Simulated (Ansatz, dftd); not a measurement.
Species: BH₂S, charge 0, doublet. BH2S (SMILES [BH]S, doublet).
B3LYP-D3(BJ)/def2-TZVP minimum from Ansatz (a first-principles code):
```xyz
4

B      0.2427    -0.7824     0.9627
H     -0.5037    -1.4518     1.5900
S      0.0372     0.3185    -0.3639
H     -1.3051     0.2677    -0.5810
```
Charge 0, spin multiplicity 2.

Wanted: atomisation energy (electronic, to ground-state atoms), in kcal/mol. Radicals and triplets start from unrestricted determinants; spin-orbit coupling is neglected. CBS(X,Y): correlation extrapolated as X^-3, Hartree-Fock from the larger set (Q,5: extrapolated as (X+1)exp(-9√X)). A bracket is a step between two methods taken in the basis named. The functionals are non-relativistic, so their misses hold any scalar relativity. Double hybrids freeze cores in their MP2 part. 'core' is core correlation in cc-pwCVTZ (1s frozen past Ne), 'X2C' scalar relativity in cc-pVTZ-DK, both at CCSD(T). Where a partner has so few electrons that a lower coupled-cluster level is exact, that level stands in.

Compared with CCSD(T)/CBS(cc-pV(Q+d)Z,cc-pV(5+d)Z) + [CCSDT(Q) - CCSD(T)]/cc-pV(T+d)Z + [CCSDTQ - CCSDT(Q)]/cc-pV(D+d)Z + core + X2C (Ansatz).

Rank these levels by how close they come to it, closest first: r2SCAN-D3(BJ)/def2-TZVPD (Ansatz + dftd3); B2GP-PLYP/def2-TZVPD (Ansatz); PBE0/def2-TZVPD (Ansatz); PBE/def2-TZVPD (Ansatz).

B2GP-PLYP/def2-TZVPD (262.6 kcal/mol, difference -3.2), PBE0/def2-TZVPD (269.8 kcal/mol, difference 4.0), PBE/def2-TZVPD (273.8 kcal/mol, difference 8.0), r2SCAN-D3(BJ)/def2-TZVPD (275.2 kcal/mol, difference 9.4)
